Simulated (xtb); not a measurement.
Al(Me)3(OH2) (C₃H₁₁AlO), SMILES [CH3][Al]([CH3])([CH3])<-[OH2] (connectivity only; charge and spin as stated), neutral, multiplicity 1. All values are semi-empirical tight-binding results from xtb (GFN2-xTB unless named), good for trends rather than for accurate numbers. Geometry optimised at GFN2-xTB. The isomer is the one that the SMILES or the coordinates give; other isomers of the formula were not compared. Other conformers were not sampled.

For metal compounds this method's bond lengths and energies can be far off.

The orbital gap is 6.44 eV and the zero-point energy comes out as 78.0 kcal/mol. The G − E(el) at 298.15 K (modified RRHO) is 54.6 kcal/mol.
